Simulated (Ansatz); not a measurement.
`OB(O)SC(F)(F)F`, charge 0, multiplicity 1.

(1) Give a relaxed structure at PBE0-D4/def2-TZVP (Ansatz). (An estimate is asked.)

Answers

(1) Ansatz gave: 
Cartesian coordinates in Å:
```
O -1.5131 0.2193 1.9870
B -0.5406 0.1550 1.0484
O 0.7635 0.1064 1.4042
S -1.2161 0.1650 -0.6713
C 0.2629 -0.1956 -1.6309
F -0.0291 -0.1102 -2.9222
F 1.2738 0.6625 -1.3863
F 0.7522 -1.4172 -1.3992
H -1.1570 0.2632 2.8795
H 1.4035 0.1517 0.6907
```
This is one stationary point; other conformers may exist.
